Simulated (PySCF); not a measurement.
Species: C2H10B2N2.
SMILES: `CB(C)NBN`

The closed-shell SCF was solved with PySCF and density fitting under several settings on one GFN2-xTB geometry (grid level 2 and gas phase unless stated).

| settings | basis functions | SCF cycles | E (Eh) | HOMO (eV) | LUMO (eV) | dipole (D) |
| --- | --- | --- | --- | --- | --- | --- |
| PBE0/pcSseg-1 | 152 | 12 | -241.2485 | -7.54 | 0.40 | 2.45 |
| PBE0/def2-SVPD | 200 | 12 | -241.1202 | -7.62 | 0.30 | 2.27 |
| HSE06/pcseg-1, energy threshold 1e-08 Eh | 134 | 9 | -241.2508 | -7.13 | 0.06 | 2.47 |
| PBE0/def2-TZVP, energy threshold 1e-06 Eh, damping 0.1 at the start, DIIS from the seventh cycle | 246 | 13 | -241.3654 | -7.55 | 0.37 | 2.32 |
| mPW1PW91/6-31G | 74 | 12 | -241.4592 | -7.24 | 0.80 | 2.51 |
| HCTH407/pcseg-1, grid level 3 | 134 | 14 | -241.5198 | -6.33 | -0.55 | 2.54 |
| HF/ANO-RCC-VDZP, IEF-PCM benzene | 134 | 10 | -240.0470 | -10.63 | 2.34 | 2.30 |

Q: Estimate the row for these settings: wB97X-D/def2-SVPD.

A: 
| settings | basis functions | SCF cycles | E (Eh) | HOMO (eV) | LUMO (eV) | dipole (D) |
| --- | --- | --- | --- | --- | --- | --- |
| wB97X-D/def2-SVPD | 200 | 12 | -241.3469 | -9.50 | 1.73 | 2.22 |

Q: Over all rows, what range does the HOMO–LUMO gap span?

A: From 5.78 eV (HCTH407/pcseg-1, grid level 3) to 12.97 eV (HF/ANO-RCC-VDZP, IEF-PCM benzene). The functional of the narrowest has no exact exchange, that of the widest 100 % exact exchange.

Q: And the dipole moment?

A: From 2.22 D (wB97X-D/def2-SVPD) to 2.54 D (HCTH407/pcseg-1, grid level 3); the largest is 1.14 times the smallest, and the median is 2.38 D.

Q: Compare two rows with the functional PBE0: PBE0/def2-TZVP, energy threshold 1e-06 Eh, damping 0.1 at the start, DIIS from the seventh cycle and PBE0/def2-SVPD. Which energy is lower, and by how much?

A: PBE0/def2-TZVP, energy threshold 1e-06 Eh, damping 0.1 at the start, DIIS from the seventh cycle (246 functions) lies 0.2452 Eh or 154 kcal/mol below PBE0/def2-SVPD (200 functions).

wB97X-D ran without the empirical dispersion term, which would shift the total energy alone. Cycle counts include a coarse-grid stage where the run had one. ANO-RCC sets were contracted for a scalar-relativistic Hamiltonian, but ran non-relativistically here. The structure is a single GFN2-xTB conformer; no vibrational corrections.

The values belong to the conformer `[CH3:1][B:2]([CH3:3])[NH:4][BH:5][NH2:6]`: C1–B2–N4–B5 0°, B2–N4–B5–N6 180°, H–N6–B5–N4 0°, H–N6–B5–N4 180°.
